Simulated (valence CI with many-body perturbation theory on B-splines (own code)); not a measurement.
## E1 line list for Eu56+

Calculated by relativistic CI+MBPT: five valence electrons over a frozen Dirac-Fock core [He], radial functions for each j: 9 s, 9 p, 8 d, 6 f, 3 g, 1 h, with the one-electron correlation potential Σ1, the two-electron term Σ2, the three-electron term Σ3, Breit, model QED; selected CI, second order for the rest (own B-spline code, finite nucleus).

No measured spectrum was set against this ion. As an estimate, large intervals hold to a few tenths of a per cent, small ones and those within an open d or f shell to about a per cent. Among the levels kept, up to 1200 cm⁻¹ of a level comes from second order outside the variational space, and about a tenth of that is noise between levels of different J, which matters for small intervals.

Lines 1 to 50 of 259 in falling wavelength, among levels below 7685.3 eV, chosen from the strongest by gf and those to the six lowest levels. Wavelengths and rates use the calculated energies. Electric multipoles are in the length gauge, E1 and E2 with the static RPA response of the core. Weak lines are less certain than strong ones. Lines between different terms over intervals too small for the method are left out, as are lines whose strength nearly cancels. The highest levels of a list are the least certain.

Levels are named by their leading jj configuration (3d3/2^4 stands for four electrons in 3d with j = 3/2), which in mixed levels can hold well under half, so a name can repeat and another be missing. Letters in brackets count levels of one name in rising energy.

```csv
λ vac (nm),Upper,Lower,A (s⁻¹),S (a.u.) with core polarisation,S without
17.92,(2s 2p1/2^2 2p3/2 3p1/2) J=5/2,(2s 2p1/2^2 2p3/2 3s) J=3/2 [a],2.06e+09,3.51e-02,3.51e-02
16.23,(2s^2 2p1/2 2p3/2 3p1/2) J=5/2,(2s^2 2p1/2 2p3/2 3s) J=3/2 [b],3.04e+09,3.85e-02,3.85e-02
15.15,(2s^2 2p1/2 2p3/2 3p1/2) J=5/2,(2s^2 2p1/2 2p3/2 3s) J=5/2,3.61e+09,3.72e-02,3.72e-02
15.09,(2s^2 2p1/2^2 3p1/2) J=1/2,(2s^2 2p1/2^2 3s) J=1/2,7.80e+09,2.64e-02,2.65e-02
14.19,(2s^2 2p1/2 2p3/2 3p1/2) J=3/2 [a],(2s^2 2p1/2 2p3/2 3s) J=3/2 [a],4.36e+09,2.46e-02,2.46e-02
13.26,(2s 2p1/2^2 2p3/2 3p1/2) J=3/2 [a],(2s 2p1/2^2 2p3/2 3s) J=5/2,8.43e+09,3.88e-02,3.88e-02
13.14,(2s 2p1/2^2 2p3/2 3p1/2) J=5/2,(2s 2p1/2^2 2p3/2 3s) J=5/2,5.85e+09,3.93e-02,3.93e-02
10.94,(2s^2 2p1/2 2p3/2 3p1/2) J=3/2 [b],(2s^2 2p1/2 2p3/2 3s) J=5/2,1.35e+10,3.50e-02,3.50e-02
9.625,(2s^2 2p1/2 2p3/2 3d5/2) J=5/2 [b],(2s^2 2p1/2 2p3/2 3p3/2) J=5/2 [b],7.05e+09,1.86e-02,1.86e-02
9.604,(2s 2p1/2^2 2p3/2 3d5/2) J=5/2,(2s 2p1/2^2 2p3/2 3p3/2) J=5/2 [a],9.95e+09,2.61e-02,2.61e-02
9.457,(2s^2 2p1/2 2p3/2 3d5/2) J=7/2 [a],(2s^2 2p1/2 2p3/2 3p3/2) J=5/2 [a],2.16e+10,7.23e-02,7.23e-02
9.439,(2s 2p1/2^2 2p3/2 3d5/2) J=9/2,(2s 2p1/2^2 2p3/2 3p3/2) J=7/2,3.01e+10,1.25e-01,1.25e-01
9.114,(2s^2 2p1/2 2p3/2 3d5/2) J=7/2 [b],(2s^2 2p1/2 2p3/2 3p3/2) J=5/2 [b],2.44e+10,7.29e-02,7.29e-02
9.064,(2s 2p1/2^2 2p3/2 3d5/2) J=7/2,(2s 2p1/2^2 2p3/2 3p3/2) J=5/2 [a],2.77e+10,8.15e-02,8.15e-02
9.011,(2s^2 2p1/2 2p3/2 3d5/2) J=9/2,(2s^2 2p1/2 2p3/2 3p3/2) J=7/2,3.19e+10,1.15e-01,1.15e-01
8.915,(2s^2 2p1/2^2 3d5/2) J=5/2,(2s^2 2p1/2^2 3p3/2) J=3/2,3.33e+10,6.98e-02,6.98e-02
8.631,(2s^2 2p1/2 2p3/2 3d5/2) J=5/2 [b],(2s^2 2p1/2 2p3/2 3p3/2) J=3/2 [b],1.22e+10,2.32e-02,2.32e-02
8.613,(2s 2p1/2^2 2p3/2 3d5/2) J=5/2,(2s 2p1/2^2 2p3/2 3p3/2) J=3/2 [a],2.27e+10,4.30e-02,4.30e-02
8.575,(2s^2 2p1/2 2p3/2 3d5/2) J=5/2 [a],(2s^2 2p1/2 2p3/2 3p3/2) J=3/2 [a],2.44e+10,4.56e-02,4.56e-02
8.158,(2s^2 2p1/2 2p3/2 3d5/2) J=3/2 [a],(2s^2 2p1/2 2p3/2 3p3/2) J=1/2 [a],2.16e+10,2.32e-02,2.32e-02
7.768,(2s 2p1/2^2 2p3/2 3d5/2) J=7/2,(2s 2p1/2^2 2p3/2 3p3/2) J=7/2,7.08e+09,1.31e-02,1.31e-02
7.766,(2s^2 2p1/2 2p3/2 3d5/2) J=7/2 [b],(2s^2 2p1/2 2p3/2 3p3/2) J=7/2,7.43e+09,1.37e-02,1.37e-02
7.255,(2s^2 2p1/2 2p3/2 3d5/2) J=3/2 [b],(2s^2 2p1/2 2p3/2 3p3/2) J=3/2 [a],2.08e+10,1.57e-02,1.57e-02
6.680,(2s^2 2p1/2 2p3/2 3d5/2) J=7/2 [a],(2s 2p1/2^2 2p3/2 3s) J=5/2,1.17e+10,1.38e-02,1.38e-02
5.845,(2s 2p1/2^2 2p3/2 3d3/2) J=7/2,(2s^2 2p1/2 2p3/2 3d3/2) J=5/2 [b],1.57e+10,1.23e-02,1.24e-02
5.282,(2s 2p1/2^2 2p3/2 3p3/2) J=7/2,(2s^2 2p1/2 2p3/2 3p3/2) J=5/2 [a],7.48e+10,4.35e-02,4.36e-02
5.242,(2s 2p1/2^2 2p3/2 3p3/2) J=5/2 [a],(2s^2 2p1/2 2p3/2 3p3/2) J=3/2 [b],5.01e+10,2.14e-02,2.14e-02
4.973,(2s 2p1/2^2 2p3/2^2) J=5/2,(2s^2 2p1/2 2p3/2^2) J=5/2,1.30e+10,4.74e-03,4.75e-03
4.809,(2s 2p1/2^2 2p3/2 3d3/2) J=3/2 [b],(2s^2 2p1/2 2p3/2 3d3/2) J=3/2 [b],3.93e+10,8.63e-03,8.64e-03
4.640,(2s^2 2p1/2 2p3/2 3d3/2) J=5/2 [b],(2s^2 2p1/2 2p3/2 3p1/2) J=3/2 [b],1.14e+11,3.36e-02,3.36e-02
4.634,(2s^2 2p1/2 2p3/2 3p3/2) J=3/2 [a],(2s^2 2p1/2 2p3/2 3s) J=3/2 [b],1.04e+11,2.03e-02,2.03e-02
4.627,(2s 2p1/2^2 2p3/2 3p3/2) J=3/2 [b],(2s^2 2p1/2 2p3/2 3p3/2) J=1/2 [b],4.04e+10,7.90e-03,7.90e-03
4.618,(2s 2p1/2^2 2p3/2 3p3/2) J=5/2 [b],(2s 2p1/2^2 2p3/2 3s) J=3/2 [b],2.33e+11,6.80e-02,6.80e-02
4.592,(2s^2 2p1/2 2p3/2 3d3/2) J=5/2 [a],(2s^2 2p1/2 2p3/2 3p1/2) J=5/2,3.30e+10,9.46e-03,9.46e-03
4.586,(2s 2p1/2^2 2p3/2 3d3/2) J=1/2 [b],(2s^2 2p1/2 2p3/2 3d3/2) J=1/2 [b],7.85e+10,7.47e-03,7.48e-03
4.570,(2s 2p1/2^2 2p3/2^2) J=5/2,(2s^2 2p1/2 2p3/2^2) J=3/2,2.28e+10,6.44e-03,6.45e-03
4.558,(2s 2p1/2^2 2p3/2 3p3/2) J=3/2 [a],(2s 2p1/2^2 2p3/2 3s) J=3/2 [a],2.03e+11,3.80e-02,3.80e-02
4.557,(2s 2p1/2^2 2p3/2 3p3/2) J=1/2 [b],(2s^2 2p1/2 2p3/2 3p3/2) J=1/2 [b],1.49e+11,1.39e-02,1.40e-02
4.548,(2s 2p1/2^2 2p3/2 3d3/2) J=5/2 [b],(2s^2 2p1/2 2p3/2 3d3/2) J=3/2 [b],9.60e+10,2.67e-02,2.67e-02
4.532,(2s^2 2p1/2 2p3/2 3p3/2) J=1/2 [a],(2s^2 2p1/2 2p3/2 3s) J=1/2,1.45e+11,1.34e-02,1.34e-02
4.510,(2s 2p1/2^2 2p3/2 3d3/2) J=3/2 [b],(2s 2p1/2^2 2p3/2 3p1/2) J=1/2,4.50e+10,8.16e-03,8.16e-03
4.463,(2s^2 2p1/2 2p3/2 3d3/2) J=3/2 [b],(2s^2 2p1/2 2p3/2 3p1/2) J=3/2 [b],1.20e+11,2.11e-02,2.11e-02
4.457,(2s 2p1/2^2 2p3/2 3d3/2) J=5/2 [a],(2s 2p1/2^2 2p3/2 3p1/2) J=5/2,1.18e+11,3.09e-02,3.09e-02
4.443,(2s 2p1/2^2 2p3/2 3d3/2) J=5/2 [a],(2s 2p1/2^2 2p3/2 3p1/2) J=3/2 [a],9.68e+10,2.51e-02,2.51e-02
4.425,(2s^2 2p1/2 2p3/2 3p3/2) J=7/2,(2s^2 2p1/2 2p3/2 3s) J=5/2,3.28e+11,1.12e-01,1.12e-01
4.415,(2s^2 2p1/2 2p3/2 3d3/2) J=3/2 [a],(2s^2 2p1/2 2p3/2 3p1/2) J=3/2 [a],7.83e+10,1.33e-02,1.33e-02
4.393,(2s 2p1/2^2 2p3/2 3d3/2) J=3/2 [a],(2s 2p1/2^2 2p3/2 3p1/2) J=5/2,5.15e+10,8.61e-03,8.62e-03
4.392,(2s 2p1/2^2 2p3/2 3p3/2) J=3/2 [b],(2s 2p1/2^2 2p3/2 3s) J=3/2 [b],1.45e+11,2.42e-02,2.42e-02
4.381,(2s^2 2p1/2 2p3/2 3d3/2) J=5/2 [a],(2s^2 2p1/2 2p3/2 3p1/2) J=3/2 [a],1.88e+11,4.69e-02,4.69e-02
4.380,(2s^2 2p1/2 2p3/2 3p3/2) J=3/2 [a],(2s^2 2p1/2 2p3/2 3s) J=1/2,1.14e+11,1.89e-02,1.89e-02
```
